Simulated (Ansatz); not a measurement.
`[CH3][Al]([F])[NH][SiH3]` and `[CH3][Al]([F])[F]` differ in one atom or group.

Ansatz, PBE0-D4/def2-TZVP geometries, multiplicity 1. Each molecule was computed in one conformer, which needn't be the lowest.

| property | `[CH3][Al]([F])[NH][SiH3]` |
| --- | --- |
| HOMO–LUMO gap (PBE0/def2-TZVPP) / eV | 7.45 |
| HOMO energy (ωB97M-V/def2-TZVPP) / eV | -10.08 |
| HOMO–LUMO gap (B3LYP/def2-TZVPP) / eV | 6.95 |
| size of the dipole moment (B3LYP/def2-TZVPP) / D | 0.86 |
| HOMO–LUMO gap (ωB97M-V/def2-TZVPP) / eV | 11.25 |
| LUMO energy (PBE0/def2-TZVPP) / eV | -0.32 |

**Question.** What does the change do to each property? (An estimate is asked.)

**Answer.** The calculation gave: 
```tsv
property	`[CH3][Al]([F])[F]`	shift
HOMO–LUMO gap (PBE0/def2-TZVPP) / eV	8.79	1.34
HOMO energy (ωB97M-V/def2-TZVPP) / eV	-11.59	-1.51
HOMO–LUMO gap (B3LYP/def2-TZVPP) / eV	8.21	1.26
size of the dipole moment (B3LYP/def2-TZVPP) / D	2.23	1.37
HOMO–LUMO gap (ωB97M-V/def2-TZVPP) / eV	12.58	1.33
LUMO energy (PBE0/def2-TZVPP) / eV	-0.53	-0.21
```

With PBE0 the HOMO falls by 1.54 eV and the LUMO falls by 0.21 eV, so the gap widens by about 1.33 eV. PBE moves the HOMO by -1.48 eV and ωB97M-V by -1.51 eV. Dipoles are sizes alone; their direction can turn.

B3LYP here is the variant with VWN-RPA as its local correlation; programs differ in this.
